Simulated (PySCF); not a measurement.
**¹⁷O chemical shifts**

- shieldings: GIAO PBE0/pcSseg-1
- geometry: GFN2-xTB
- program: PySCF
- rapidly exchanging positions averaged, one conformer, gas phase, no relativistic terms

Shieldings were converted by a linear fit to measured shifts: ¹⁷O: δ = 266.70 − 0.911σ (rms 10.7 ppm, 155 shifts, 12.2 ppm with the 3 outliers that the fit left out vs liquid water, solution or neat liquid). Occasional misses reach two or three times the rms, and more in compound classes unlike the fitted ones.

**Question.** Give the ¹⁷O shifts of `CC(=O)O[Si@@](C)(O)S`, `CC(=O)O[C@@H]1C[C@@H]1C`, `CO[C@@H]1C=C(F)[C@H](C)S1(=O)=O`, `CC(C)COC=C=O`, `CCOCCC[SiH3]`, `CC(C)=C(C)C(=O)O`.

**Answer.** 
```csv
compound,environment,δ (ppm)
[CH3:1][C:2](=[O:3])[O:4][Si@@:5]([CH3:6])([OH:7])[SH:8],O3: carbonyl oxygen,373.2
[CH3:1][C:2](=[O:3])[O:4][Si@@:5]([CH3:6])([OH:7])[SH:8],"O4: oxygen bonded to C, Si",180.3
[CH3:1][C:2](=[O:3])[O:4][Si@@:5]([CH3:6])([OH:7])[SH:8],"O7: oxygen bonded to Si, H",27.7
[CH3:1][C:2](=[O:3])[O:4][C@@H:5]1[CH2:6][C@@H:7]1[CH3:8],O3: ester carbonyl oxygen,353.2
[CH3:1][C:2](=[O:3])[O:4][C@@H:5]1[CH2:6][C@@H:7]1[CH3:8],O4: ester alkoxy oxygen,158.4
[CH3:1][O:2][C@@H:3]1[CH:4]=[C:5]([F:6])[C@H:7]([CH3:8])[S:9]1(=[O:10])=[O:11],O11: S=O oxygen,167.8
[CH3:1][O:2][C@@H:3]1[CH:4]=[C:5]([F:6])[C@H:7]([CH3:8])[S:9]1(=[O:10])=[O:11],O10: S=O oxygen,133.9
[CH3:1][O:2][C@@H:3]1[CH:4]=[C:5]([F:6])[C@H:7]([CH3:8])[S:9]1(=[O:10])=[O:11],O2: ether oxygen,15.0
[CH3:1][CH:2]([CH3:3])[CH2:4][O:5][CH:6]=[C:7]=[O:8],O8: carbonyl oxygen,486.2
[CH3:1][CH:2]([CH3:3])[CH2:4][O:5][CH:6]=[C:7]=[O:8],O5: ether oxygen,-57.1
CCOCCC[SiH3],ether oxygen,8.5
[CH3:1][C:2]([CH3:3])=[C:4]([CH3:5])[C:6](=[O:7])[OH:8],O7: carbonyl oxygen,341.0
[CH3:1][C:2]([CH3:3])=[C:4]([CH3:5])[C:6](=[O:7])[OH:8],O8: acid hydroxyl oxygen,159.1
```

**Question.** Order these by ¹⁷O shift, lowest first.
A. C=C[Si@H](O)[SiH2]NC
B. CCO[Si](C)(C)C
C. O=C1CCC(=O)[SiH2]1

**Answer.** A (-26.8 ppm, oxygen bonded to Si, H), B (10.9 ppm, oxygen bonded to C, Si), C (768.5 ppm, carbonyl oxygen).

In solution the two oxygens of a carboxylic acid give one averaged line by proton exchange, and hydrogen bonding shields acid and N–H amide carbonyl oxygens by tens of ppm; neither is in these numbers.
